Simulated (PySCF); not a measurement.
# Polarisability and C₆ of Pr⁺ (praseodymium, charge +1)

[Xe] 4f3 6s1, one real determinant. Calculation: PySCF 2.14, in cc-pwCVTZ-X2C with one added diffuse shell of g type (12s11p9d7f5g1h, 195 functions); the spin-free X2C one-electron Hamiltonian (Gaussian nucleus). Coupled (time-dependent) response in atomic units; α is the mean over directions. The basis has no added diffuse functions, which lowers α and C₆.

| method | mean α (bohr³) | α xx, yy, zz | C₆ (like pair) | S(−4) |
| --- | --- | --- | --- | --- |
| UHF | 144.0 | 144.9, 144.9, 142.3 | 1570 | 17710 |

S(−4) is the Cauchy moment in α(ω) = α(0) + S(−4) ω² + …

Spin-orbit coupling is absent.

α(iu) at UHF:

```
u (hartree)  α(iu) (bohr³)
          0          144.0
     0.0500          111.1
      0.100          68.40
      0.200          30.99
      0.300          19.10
      0.500          11.17
      0.750          7.489
       1.00          5.525
       1.50          3.411
       2.00          2.343
       3.00          1.341
       5.00         0.6404
```

A single London oscillator, α(iu) = α/(1 + u²/ω²), gives C₆ = (3/4) ω α². Matching the computed C₆ needs ω = 4 × 1570 / (3 × 144.0²) = 0.101 hartree.

For an ion, C₆ is the dispersion term alone; charge-induced terms of lower order in 1/R come first.

The components differ because the open shell of this determinant is not spherical; for a pure term their mean is the scalar polarisability.

⟨L²⟩ = 34.04 against 42 for a pure I term, so this real determinant mixes terms. Spin-orbit coupling, absent here, splits the open shell strongly.
